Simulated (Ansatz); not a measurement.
Saddle point of InH4O2F, singlet (InH₃O₂ ([OH][InH][OH]) + HF → InH₂O₂F ([OH][In]([OH])[F]) + H₂; bonds formed: In1–F6, H2–H5; bonds broken: In1–H2, H5–F6), PBE0-D4/def2-TZVP structure:

| atom | x (Å) | y (Å) | z (Å) |
| --- | --- | --- | --- |
| In1 | -0.3246 | -0.1124 | -0.2342 |
| H2 | 1.4691 | -0.6949 | 0.3878 |
| O3 | -0.3428 | 0.5315 | -2.0834 |
| O4 | -1.8057 | -1.0048 | 0.6847 |
| H5 | 1.3808 | 0.1893 | 0.8354 |
| F6 | 0.7839 | 1.2116 | 1.0915 |
| H7 | 0.4559 | 1.0200 | -2.2987 |
| H8 | -1.6166 | -1.1403 | 1.6168 |

Energies are electronic, without zero-point energy. Barriers and step energies count from the start structure reached by relaxing down the imaginary mode; all methods use the PBE0-D4 structures, on which another method's saddle can fall below an end. Program: Ansatz 0.2.0. Basis: def2-TZVPP, with def2-QZVPP for the basis limit. Cores are frozen in the correlated methods. Filled d shells of the heavier atoms are correlated. Core potentials replace the inner electrons of the atoms past krypton. The def2 sets are not built for correlating such inner shells, so the correlated values are less sure here. B3LYP uses VWN-RPA correlation. Extrapolation: Hartree–Fock as exp(−7.88 √X), correlation as X^−2.97.

```json
{"method": "SPW92", "barrier (kJ/mol)": "?", "step energy (kJ/mol)": "-3.6"}
{"method": "PBE-D4", "barrier (kJ/mol)": "47.8", "step energy (kJ/mol)": "-22.3"}
{"method": "BLYP-D4", "barrier (kJ/mol)": "54.6", "step energy (kJ/mol)": "-31.0"}
{"method": "r2SCAN-D4", "barrier (kJ/mol)": "53.3", "step energy (kJ/mol)": "-23.6"}
{"method": "B97M-V", "barrier (kJ/mol)": "63.5", "step energy (kJ/mol)": "-17.1"}
{"method": "PBE0-D4", "barrier (kJ/mol)": "63.5", "step energy (kJ/mol)": "-13.7"}
{"method": "B3LYP-D4", "barrier (kJ/mol)": "66.2", "step energy (kJ/mol)": "-22.3"}
{"method": "r2SCAN0-D4", "barrier (kJ/mol)": "?", "step energy (kJ/mol)": "-14.7"}
{"method": "BHLYP-D4", "barrier (kJ/mol)": "81.4", "step energy (kJ/mol)": "-15.9"}
{"method": "CAM-B3LYP-D4", "barrier (kJ/mol)": "?", "step energy (kJ/mol)": "-18.6"}
{"method": "wB97X-V", "barrier (kJ/mol)": "68.8", "step energy (kJ/mol)": "-21.0"}
{"method": "wB97M-V", "barrier (kJ/mol)": "71.5", "step energy (kJ/mol)": "-15.5"}
{"method": "B2PLYP", "barrier (kJ/mol)": "68.9", "step energy (kJ/mol)": "-22.1"}
{"method": "PBE-QIDH", "barrier (kJ/mol)": "71.7", "step energy (kJ/mol)": "-13.3"}
{"method": "RPA on PBE", "barrier (kJ/mol)": "74.7", "step energy (kJ/mol)": "-16.1"}
{"method": "HF", "barrier (kJ/mol)": "113.1", "step energy (kJ/mol)": "-13.7"}
{"method": "MP2", "barrier (kJ/mol)": "72.8", "step energy (kJ/mol)": "-17.8"}
{"method": "CCSD", "barrier (kJ/mol)": "85.0", "step energy (kJ/mol)": "-11.0"}
{"method": "CCSD(T)", "barrier (kJ/mol)": "76.5", "step energy (kJ/mol)": "-14.2"}
```

(1) Fill in the withheld barriers. (Judge from chemistry; the value comes from the calculation.)

No T1 diagnostic of these runs exceeds 0.017.

Results:

(1) By the calculation: CAM-B3LYP-D4 67.5; SPW92 33.7; r2SCAN0-D4 67.0 kJ/mol. Each is the energy of the saddle less that of the start structure, by the same method.

For comparison, the barrier by CCSD(T) at an estimated basis limit (MP2 extrapolated from triple and quadruple zeta, plus CCSD(T) − MP2 in triple zeta) is 75.0 kJ/mol.

Labels in which every atom is bracketed show which atoms are joined, not bond orders.

For scale, one of the runs: CCSD(T)/def2-TZVPP, 199 basis functions, launched by `ansatz run in.yaml --threads 4 --pin off --events-out ev --progress --plain --max-ram 9574MiB`. Hardware: 4 CPU threads of an Arm Neoverse V1, shared host. Wall time 86 s; peak host memory 2.9 GiB.
